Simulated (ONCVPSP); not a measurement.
## Potentials for nickel compared

Generated with ld1.x 7.5 (TM, RRKJ, ultrasoft, PAW), atompaw 4.2 or ONCVPSP 4.0.1. The cutoff is in Ry: for ld1.x and atompaw files where the sum of valence levels is converged to 10 mRy in a Bessel basis, for ONCV files where the hardest occupied wave has 1 mHa per electron of residual kinetic energy. The error is the largest all-electron minus pseudo excitation energy over each file’s own four to seven test configurations (ionisations up to +4, promotions, holes and added fractions of an electron), all of which were solved. The labels leave out finer settings (local radius, basis sizes, second energies), which also bear on the numbers. Spin-polarised tests are not counted. The rows are a selection from randomly drawn settings: files with unsolved tests, undetermined cutoffs or missed reference levels are left out.

A true bound ghost makes a file unfit for plane-wave use even where its test errors are small: the radial tests pick states by their node count and pass the ghost by.

| potential | cutoff (Ry) | largest error (meV) | bound ghosts |
| --- | --- | --- | --- |
| ONCV, PBEsol, fully relativistic, rc 1.00/1.05/0.90 (spd), local smoothed, core correction yes, reference 3s2 3p6 3d8 4s1, qcut 15.3/16.1/15.5, projectors 2/2/2 | 196 | +1.1 | none |
| ONCV, PBE, scalar-relativistic, rc 2.30/2.35/1.70 (spd), local smoothed, core correction yes, reference 3d8 4s2, qcut 2.3/4.2/10.6, projectors 3/2/2 | 80 | -168 | s |
| ONCV, LDA (Perdew-Wang 92), scalar-relativistic, rc 1.00/1.40/1.30/1.35 (spdf), local smoothed, core correction yes, reference 3s2 3p6 3d8 4s1 4p1, qcut 12/10.6/12.9/8.9, projectors 2/3/2/2 | 125 | +30 | none |
| ONCV, LDA (Perdew-Wang 92), scalar-relativistic, rc 1.40/1.25/0.80 (spd), local smoothed, core correction yes, reference 3s2 3p6 3d8 4s2, qcut 9.5/13.2/11.9, projectors 2/2/3 | 520 | -5.9 | d |
| ONCV, PBE, scalar-relativistic, rc 2.35/2.10/1.20 (spd), local d, core correction yes, reference 3d8 4s1.75, qcut 2.2/4.3/15, projectors 2/2/0 | 156 | -137 | s, p |

Problem. Fill in the row for Ni: ONCV, PBE, scalar-relativistic, rc 1.45/1.20/1.20/1.15 (spdf), local smoothed, core correction yes, reference 3s2 3p6 3d8 4s2, qcut 7.8/11.6/15.6/10.8, projectors 2/2/3/3.

Solution. cutoff 162 Ry, largest error -327 meV, bound ghosts: none.

Problem. Fill in the row for Ni: ONCV, LDA (Perdew-Wang 92), scalar-relativistic, rc 1.25/0.80/1.55 (spd), local smoothed, core correction yes, reference 3s2 3p6 3d8 4s1, qcut 11.5/9/10.3, projectors 2/2/2.

Solution. cutoff 85 Ry, largest error +106 meV, bound ghosts: none.

Problem. Fill in the row for Ni: ONCV, PBE, scalar-relativistic, rc 2.05/1.60/0.85 (spd), local d, core correction yes, reference 3d8 4s2, qcut 3.8/5/22, projectors 2/3/0.

Solution. cutoff 298 Ry, largest error -208 meV, bound ghosts: s, p.
